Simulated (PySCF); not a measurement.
cyclopenta-2,4-dien-1-one (C5H4O), SMILES O=C1C=CC=C1. Atoms are numbered in the order given.

```xyz
10

O      0.0000     0.0000     2.0264
C      0.0000     0.0000     0.8219
C      0.0000     1.2023    -0.0851
C      0.0000     0.7478    -1.3464
C      0.0000    -0.7478    -1.3464
C      0.0000    -1.2023    -0.0851
H      0.0000     2.2299     0.2746
H      0.0000     1.3492    -2.2570
H      0.0000    -1.3492    -2.2570
H      0.0000    -2.2299     0.2746
```

Geometry: PBE0-D3(BJ)/def2-SVP.

The numbers are results of PySCF with B3LYP/def2-TZVP, not measurements.

The molecule is in vacuum.

The total energy is -268.21063 hartree, the point group is C2v and the highest occupied level is -6.95 eV. The lowest empty level comes out as -3.10 eV. The orbital gap comes out as 3.85 eV, the dipole moment comes out as 3.26 D and the quadrupole, principal values (traceless, Buckingham form, about the centre of nuclear charge) is -3.70, -2.35, 6.05 D·Å. The mean static polarisability comes out as 55.5 bohr³ (8.23 Å³) and the polarisability, principal values is 33.2, 58.3, 75.1 bohr³.
